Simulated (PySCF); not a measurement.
# Working with the constants of YS

UHF-CCSD(T) constants of YS, ²Σ⁺ (doublet), unpaired electrons σ ↑ (PySCF, spin-free X2C with a Gaussian nucleus, basis sets Y x2c-TZVPPall, S x2c-TZVPPall; masses 88.9058 and 31.9721 u):

| Quantity | Value |
| --- | --- |
| ωe | 490.1 cm⁻¹ |
| ωexe | 1.2 cm⁻¹ |
| Be | 0.13624 cm⁻¹ |
| αe | 0.000432 cm⁻¹ |
| D (centrifugal) | 4.21e-08 cm⁻¹ |
| De to Y (4d1 5s2) + S | 5.17 eV |

(1) Give the vibrational terms G(v) and spacings up to v = 6.

(2) How well does the Morse estimate ωe²/(4ωexe) reproduce De, and what is D0?

Correlated steps freeze 19 core orbitals. Spin–orbit coupling is left out, which matters for elements this heavy, above all for dissociation energies. With d or f electrons several states lie close, and the lowest PBE0 determinant need not be the measured ground state.

Answers

(1) G(v) = ωe(v+½) − ωexe(v+½)².

| v | G(v) (cm⁻¹) | G(v) − G(v−1) | Bv (cm⁻¹) |
| --- | --- | --- | --- |
| 0 | 244.8 |  | 0.1360 |
| 1 | 732.5 | 487.7 | 0.1356 |
| 2 | 1217.8 | 485.3 | 0.1352 |
| 3 | 1700.7 | 482.9 | 0.1347 |
| 4 | 2181.2 | 480.5 | 0.1343 |
| 5 | 2659.2 | 478.1 | 0.1339 |
| 6 | 3135.0 | 475.7 | 0.1334 |

(2) It gives 6.20 eV, 120 % of the computed De. D0 = De − G(0) = 5.17 − 0.03 = 5.14 eV.
